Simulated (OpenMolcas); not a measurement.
## Zr2+: input and output

Input:

```
&GATEWAY
Coord
1

Zr 0.0 0.0 0.0
Basis=ANO-RCC-VQZP
Group=XYZ
NoMove
AngMom=0.0 0.0 0.0
AMFI
&SEWARD
Relativistic=R04O02
* reference wave functions (RASSCF and RASSI steps not shown): 2 electrons in 5 orbitals (4d)
>>> COPY JOB001 $Project.JobIph
&CASPT2
Multistate=10 1 2 3 4 5 6 7 8 9 10
Frozen=8 6
IPEA=0.1
Imaginary=0.25
MaxIter=60
WThr=0.0 0.3 0.05
PrWF=0.5
NoMix
>>> COPY JOB002 $Project.JobIph
&CASPT2
Multistate=14 1 2 3 4 5 6 7 8 9 10 11 12 13 14
Frozen=8 6
IPEA=0.1
Imaginary=0.25
MaxIter=60
WThr=0.0 0.3 0.05
PrWF=0.5
NoMix
```

Launched by
```bash
OMP_NUM_THREADS=1 MOLCAS_MEM=2252 MOLCAS_PROJECT=a pymolcas a.inp > a.log  # once for each step of the input, in one work folder
```

Output, cut to the results:

```
--- CASPT2 ---
Orbital specifications:
      -----------------------

      Symmetry species                           1   2
                                                ag  au
      Frozen orbitals                            8   6
      Inactive orbitals                          1   3
      Active orbitals                            5   0
      Secondary orbitals                        37  44
      Deleted orbitals                           0   0
      Number of basis functions                 51  53
Type of calculation                        MS-CASPT2
      Fock operator                              state-specific
      IPEA shift                                 0.10
      Real shift                                 0.00
      Imaginary shift                            0.25
      The input orbitals will be transformed to quasi-canonical
Reference energy:       -3595.5764141619
      E2 (Non-variational):      -0.2867481920
      Shift correction:          -0.0010763875
      E2 (Variational):          -0.2878245795
      Total energy:           -3595.8642387413
      Residual norm:              0.0000001932
      Reference weight:           0.94221
      Contributions to the CASPT2 correlation energy
      Active & Virtual Only:         -0.0057300364
      One Inactive Excited:          -0.0970762534
      Two Inactive Excited:          -0.1839419022
Reference energy:       -3595.5764141619
      E2 (Non-variational):      -0.2864076714
      Shift correction:          -0.0010657884
      E2 (Variational):          -0.2874734599
      Total energy:           -3595.8638876217
      Residual norm:              0.0000001844
      Reference weight:           0.94242
      Contributions to the CASPT2 correlation energy
      Active & Virtual Only:         -0.0056878263
      One Inactive Excited:          -0.0968650207
      Two Inactive Excited:          -0.1838548244
::    CASPT2 Root  1     Total energy:  -3595.86423874
::    CASPT2 Root  2     Total energy:  -3595.86388762
::    CASPT2 Root  3     Total energy:  -3595.86209086
::    CASPT2 Root  4     Total energy:  -3595.86163620
::    CASPT2 Root  5     Total energy:  -3595.86210961
::    CASPT2 Root  6     Total energy:  -3595.86148552
::    CASPT2 Root  7     Total energy:  -3595.86431100
::    CASPT2 Root  8     Total energy:  -3595.82723821
::    CASPT2 Root  9     Total energy:  -3595.82723820
::    CASPT2 Root 10     Total energy:  -3595.82723820
::    MS-CASPT2 Root  1     Total energy:  -3595.86477773
::    MS-CASPT2 Root  2     Total energy:  -3595.86413355
::    MS-CASPT2 Root  3     Total energy:  -3595.86376407
::    MS-CASPT2 Root  4     Total energy:  -3595.86227011
::    MS-CASPT2 Root  5     Total energy:  -3595.86209823
::    MS-CASPT2 Root  6     Total energy:  -3595.86167231
::    MS-CASPT2 Root  7     Total energy:  -3595.86107690
::    MS-CASPT2 Root  8     Total energy:  -3595.82723377
::    MS-CASPT2 Root  9     Total energy:  -3595.82722957
::    MS-CASPT2 Root 10     Total energy:  -3595.82721792
--- CASPT2 ---
Orbital specifications:
      -----------------------

      Symmetry species                           1   2
                                                ag  au
      Frozen orbitals                            8   6
      Inactive orbitals                          1   3
      Active orbitals                            5   0
      Secondary orbitals                        37  44
      Deleted orbitals                           0   0
      Number of basis functions                 51  53
Type of calculation                        MS-CASPT2
      Fock operator                              state-specific
      IPEA shift                                 0.10
      Real shift                                 0.00
      Imaginary shift                            0.25
      The input orbitals will be transformed to quasi-canonical
Reference energy:       -3595.5378763823
      E2 (Non-variational):      -0.2987797100
      Shift correction:          -0.0020943115
      E2 (Variational):          -0.3008740215
      Total energy:           -3595.8387504038
      Residual norm:              0.0000002549
      Reference weight:           0.93547
      Contributions to the CASPT2 correlation energy
      Active & Virtual Only:         -0.0174308490
      One Inactive Excited:          -0.0939631774
      Two Inactive Excited:          -0.1873856836
Reference energy:       -3595.5378763823
      E2 (Non-variational):      -0.2987600625
      Shift correction:          -0.0020935915
      E2 (Variational):          -0.3008536540
      Total energy:           -3595.8387300363
      Residual norm:              0.0000002461
      Reference weight:           0.93548
      Contributions to the CASPT2 correlation energy
      Active & Virtual Only:         -0.0174307495
      One Inactive Excited:          -0.0939362208
      Two Inactive Excited:          -0.1873930923
::    CASPT2 Root  1     Total energy:  -3595.83875040
::    CASPT2 Root  2     Total energy:  -3595.83873004
::    CASPT2 Root  3     Total energy:  -3595.83872994
::    CASPT2 Root  4     Total energy:  -3595.83873178
::    CASPT2 Root  5     Total energy:  -3595.83874430
::    CASPT2 Root  6     Total energy:  -3595.81745552
::    CASPT2 Root  7     Total energy:  -3595.81767738
::    CASPT2 Root  8     Total energy:  -3595.81633593
::    CASPT2 Root  9     Total energy:  -3595.81668110
::    CASPT2 Root 10     Total energy:  -3595.81717238
::    CASPT2 Root 11     Total energy:  -3595.81735468
::    CASPT2 Root 12     Total energy:  -3595.81831262
::    CASPT2 Root 13     Total energy:  -3595.81669912
::    CASPT2 Root 14     Total energy:  -3595.81702283
::    MS-CASPT2 Root  1     Total energy:  -3595.83878802
::    MS-CASPT2 Root  2     Total energy:  -3595.83875523
::    MS-CASPT2 Root  3     Total energy:  -3595.83874876
::    MS-CASPT2 Root  4     Total energy:  -3595.83873861
::    MS-CASPT2 Root  5     Total energy:  -3595.83872390
...
```

Levels above the lowest, from the spin-orbit matrix with the single-state CASPT2 energies, averaged by term, on its diagonal:

| Configuration | Term | J | E (cm-1) | Measured (cm-1) | Term weight % | Second |
| --- | --- | --- | --- | --- | --- | --- |
| 4d2 | 3F | 2 | 0.0 | 0.0 | 99 |  |
| 4d2 | 3F | 3 | 698 | 681 | 100 |  |
| 4d2 | 3F | 4 | 1519 | 1486 | 100 |  |
| 4d2 | 1D | 2 | 6130 | 5742 | 94 | 4 3P |
| 4d2 | 3P | 0 | 8300 | 8062 | 100 |  |
| 4d2 | 3P | 1 | 8510 | 8326 | 100 |  |
| 4d2 | 3P | 2 | 9060 | 8838 | 96 | 4 1D |
| 4d2 | 1G | 4 | 10940 | 11049 | 100 |  |

Against the 7 measured excited levels shown (Moore, Atomic Energy Levels, vol. II, NSRDS-NBS 35 (1971 reprint of NBS Circular 467, 1952); NIST levels as listed in Rynkun, Gaigalas and Jonsson, Astron. Astrophys. 637, A10 (2020)) the mean absolute deviation is 170 cm-1; the largest miss in energy is 4d2 1D2: computed 6130, measured 5742 cm-1 (+6.8 %).

Term energies are means over components that CASPT2 splits; among the terms shown or strongly mixed into the levels shown the widest spread is 620 cm-1 (4d2 3F). Levels of configurations with an s electron are missing; early in the row they begin among the upper levels of the d shell and mix with terms of their name. Terms from blocks run as CI alone lack orbitals of their own. Measured partners are found by configuration, term and J. A level has none where our copy of the source lacks it or the pairing is in doubt (some pairs that miss far off the trend of their configuration count as doubtful), and it then counts in no deviation. Levels of configurations outside the active space are missing. The first state left out of the spin-orbit step lies near 33000 cm-1 above the lowest spin-free state of the reference (among the parities and spins computed), and the list stops at four fifths of that energy or lower.

The CASPT2 steps took 9.6 s on 1 thread of Arm Neoverse V1, on a shared host; the integral step is not counted.

The term weight is that of the spin-free term in the level, not the purity of its configuration.
